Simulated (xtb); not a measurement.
ZrF₂I₂, SMILES [F][Zr]([F])([I])[I], multiplicity 1. All values are semi-empirical tight-binding results from xtb (GFN2-xTB unless named), good for trends rather than for accurate numbers. Coordinates come from a GFN2-xTB optimisation. The spin state was assumed, not searched. The structure was generated by enumeration; whether it is a known compound was not checked.

Optimised geometry:

```xyz
5

Zr     0.0000     0.0000     0.9605
F      0.0000     1.5880     1.8811
F      0.0000    -1.5880     1.8811
I     -2.2240     0.0000    -0.6819
I      2.2240     0.0000    -0.6819
```
Charge 0, spin multiplicity 1.

For metal compounds this method's bond lengths and energies can be far off.

```json
{
  "point_group_as_xtb_finds_it": "C2v",
  "orbital_gap": "3.02 eV",
  "zero_point_energy": "3.0 kcal/mol",
  "G − E(el) at 298.15 K (modified RRHO)": "-20.1 kcal/mol"
}
```

Task: Give the atomic charges and the Wiberg bond orders between heavy atoms. (An estimate is asked for; the answer gives what the named calculation found.)

Result: charges (e) Zr1 1.31, F2 -0.46, F3 -0.46, I4 -0.20, I5 -0.20. Bond orders Zr1–F2 0.86, Zr1–F3 0.86, Zr1–I4 1.11, Zr1–I5 1.11.
